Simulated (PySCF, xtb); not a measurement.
C₃H₈Si₂, SMILES C([Si@H]([SiH3])C)#C.

GFN2-xTB run with xtb at its own geometry gives an orbital gap of 4.20 eV and a dipole moment of 0.36 D.

Geometry: PBE0-D3(BJ)/def2-SVP. The structure was generated by enumeration; whether it is a known compound was not checked.

Question: What does PBE/def2-TZVP in PySCF give? (An estimate is asked for; the answer gives what the named calculation found.)

Answer: gap 5.33 eV (levels -6.54 and -1.21 eV), dipole 0.85 D.
